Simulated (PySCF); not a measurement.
C₆ coefficients of unlike pairs at wB97M-V

Calculated with PySCF 2.14 from the dipole response of each species, C₆(A,B) = (3/π) ∫ α_A(iu) α_B(iu) du, in atomic units, from isotropic polarisabilities. For ions this is the dispersion term alone; charge-induced terms of lower order in 1/R come first.

| species | configuration | basis | relativity | α (bohr³) | C₆ (like pair) |
| --- | --- | --- | --- | --- | --- |
| La³⁺ | [Xe] (1S) | x2c-TZVPPall with one added diffuse shell each of s, p, d type (12s8p8d3f1g) | spin-free X2C | 7.616 | 48.31 |
| Kr²⁺ | [Ar] 3d10 4s2 4p4 (3P) | def2-QZVPPD (12s8p5d4f1g) | none | 7.600 | 37.64 |
| Se³⁺ | [Ar] 3d10 4s2 4p1 (2P) | def2-TZVPPD (7s6p5d1f) | none | 6.850 | 23.30 |
| Rh | [Kr] 4d8 5s1 (4F) | aug-cc-pwCVDZ-PP with ECP28MDF (6s6p5d3f) | core potential | 67.15 | 564.3 |

Q: Estimate C₆ for Rh with Se³⁺.

A: The integral gives 100.9. The combination rule 2 C_A C_B / (C_A α_B/α_A + C_B α_A/α_B) gives 91.96 and the geometric mean 114.7.

No spin-orbit coupling is included.

The other pairs:

```csv
pair,C₆
"Rh, Kr²⁺",121.6
"Rh, La³⁺",130.3
"Se³⁺, La³⁺",32.52
"Se³⁺, Kr²⁺",29.35
"Kr²⁺, La³⁺",42.33
```
